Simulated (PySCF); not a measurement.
SMILES c1cc(oc1)[SiH2]CSC (GFN2-xTB optimised geometry):

```
19

C     -0.165    -2.336     2.783
S      0.625    -2.871     1.242
C     -0.763    -2.711     0.073
Si    -1.593    -0.993    -0.020
C     -0.283     0.340     0.000
C      1.088     0.340     0.000
C      1.495     1.691     0.000
C      0.347     2.423    -0.002
O     -0.727     1.624    -0.003
H     -1.073    -2.912     2.941
H     -0.386    -1.274     2.733
H      0.544    -2.533     3.581
H     -0.327    -2.978    -0.887
H     -1.490    -3.482     0.328
H     -2.499    -0.816     1.124
H     -2.367    -0.958    -1.265
H      1.720    -0.525     0.008
H      2.499     2.066     0.002
H      0.173     3.482    -0.001
```

Computed with PBE/def2-SVP run with PySCF.

**Question.** What are the frontier orbital energies and the dipole moment?

**Answer.** HOMO-2 -6.80 eV, HOMO-1 -5.55 eV, HOMO -4.85 eV, LUMO -0.92 eV, LUMO+1 0.01 eV; dipole moment 0.56 D.

Meta-Löwdin charges at PBE/def2-SVP: C1 -0.35, S2 0.02, C3 -0.46, Si4 0.57, C5 -0.09, C6 -0.15, C7 -0.17, C8 0.04, O9 -0.20, H10 0.11, H11 0.12, H12 0.13, H13 0.13, H14 0.12, H15 -0.10, H16 -0.09, H17 0.13, H18 0.12, H19 0.12.
